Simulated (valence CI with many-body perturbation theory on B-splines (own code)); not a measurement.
Results of a calculation; reference values are marked as such.
## Br XXI in three bases

Level of theory: configuration interaction combined with many-body perturbation theory (CI+MBPT): five valence electrons over a frozen Dirac-Fock core [Ne], a basis of 9 s, 9 p, 8 d, 6 f, 3 g, 1 h functions for each j, with the one-electron correlation potential Σ1, the two-electron term Σ2, the three-electron term Σ3, Breit, model QED; selected CI, second order for the rest, scaled by the run's own slope (own B-spline code, finite nucleus).

No measured spectrum was set against this ion. As an estimate, levels of excited configurations hold to 0.05 to 0.15 % of their energy, terms of the ground configuration to about 0.5 %. Among the levels kept, up to 1600 cm⁻¹ of a level comes from second order outside the variational space, and about a tenth of that is noise between levels of different J, which matters for small intervals.

The reference run has the lowest level 3s²3p³ ⁴S°_3/2 and an ionisation energy of 862.167 eV. Its largest variational space holds 19997 state functions.

Names give the largest LS component (configuration and term), which can be under half, so a name can repeat, a term be missing and a line seem to break the LS rules; names also repeat where a configuration has a term twice.

Changed runs:
A. basis 6 s, 6 p, 5 d, 3 f, 1 g
B. basis 5 s, 5 p, 4 d, 2 f

Excitation energies of the reference run in cm⁻¹, and shifts in cm⁻¹:

```tsv
Level	Reference	A	B
3s²3p³ ²D°_3/2	71074	+116	+443
3s²3p³ ²D°_5/2	97146	+156	+589
3s²3p³ ²P°_1/2	141420	+207	+726
3s²3p³ ²P°_3/2	194879	+167	+610
3s3p⁴ ⁴P_5/2	485495	-30	-66
3s3p⁴ ⁴P_3/2	530650	-39	-92
3s3p⁴ ⁴P_1/2	542277	-27	-31
3s3p⁴ ²D_3/2	603730	+117	+334
3s3p⁴ ²D_5/2	624264	+120	+365
3s²3p²3d ²P_3/2	678897	+217	+499
3s3p⁴ ²S_1/2	688807	+213	+562
3s²3p²3d ⁴F_3/2	693812	+280	+664
Ionisation energy (eV)	862.167	-0.030	-0.093
```
